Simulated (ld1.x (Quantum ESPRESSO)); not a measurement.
# platinum: one change to a TM potential, before and after

```
Element                 : Pt (Z = 78)
Generator               : ld1.x (Quantum ESPRESSO) 7.5
Type                    : norm-conserving Troullier–Martins (Kleinman–Bylander form)
Functional              : LDA (PZ)
Relativity              : scalar-relativistic
Frozen core             : [Kr] 4d10 4f14 5s2
Valence charge          : 16
Reference configuration : 5p6 5d9 6s1 6p0
Partial waves           : 5p (bound): rc 1.15 bohr; 5d (bound): rc 1.95 bohr; 6s (bound): rc 2.00 bohr
Local potential         : the s channel
Core correction         : none
```

All-electron outer shells of the reference configuration (LDA (PZ), scalar-relativistic, ld1.x):

```tsv
shell	level (eV)	outermost node (bohr)	outermost maximum (bohr)
5s	-102.20	0.49	0.87
4f	-70.51	–	0.38
5p	-56.29	0.53	0.98
5d	-6.38	0.57	1.26
6s	-5.97	1.14	2.38
6p	-0.96	1.36	3.55
```

Change: wave 5d (bound): rc 1.95 bohr becomes 5d (bound): rc 1.44 bohr.

Cutoffs: the cutoffs (Ry, on a coarse ladder) from which the occupation-weighted sum of valence levels, in a spherical-Bessel basis at the reference potential, stays within 10 and 1 mRy of its value at 400 Ry; they do not see the model core or the augmentation charge, which bear on the density cutoff. Errors are all-electron minus pseudo energies relative to the spin-unpolarised reference configuration.

Question: What does the change do?

Answer: The potential gets neither clearly harder nor softer (140 Ry and 200 Ry → 140 Ry and 200 Ry); the errors of the 9 common tests hardly move; neither file shows a bound ghost.

```tsv
quantity	base	changed
cutoff, loose	140 Ry	140 Ry
cutoff, tight	200 Ry	200 Ry
bound ghosts	none	none
error for 5p6 5d9 6s0 6p0, meV [ΔE 9.54 eV]	-11	-11
error for 5p6 5d8 6s0 6p0, meV [ΔE 29.80 eV]	-38	-38
error for 5p6 5d7 6s0 6p0, meV [ΔE 62.32 eV]	-162	-161
error for 5p6 5d6 6s0 6p0, meV [ΔE 108.26 eV]	-410	-409
error for 5p6 5d9 6s0 6p1, meV [ΔE 5.19 eV]	-474	-474
error for 5p6 5d8 6s1 6p0, meV [ΔE 11.42 eV]	-22	-22
error for 5p6 5d10 6s0 6p0, meV [ΔE 0.05 eV]	-34	-34
error for 5p6 5d9 6s1 6p0 (spin-polarised), meV [ΔE -0.38 eV]	+27	+27
error for 5p6 5d9 6s0 6p0 (spin-polarised), meV [ΔE 9.42 eV]	+7.9	+8.2
s: phases at 2.20 bohr within 0.05 rad from the reference energy up to (Ry; the scan ends near 5)	2.3	2.3
p: phases at 2.20 bohr within 0.05 rad from the reference energy up to (Ry; the scan ends near 5)	-1.1	-1.1
d: phases at 2.20 bohr within 0.05 rad from the reference energy up to (Ry; the scan ends near 5)	2.1	2.1
```
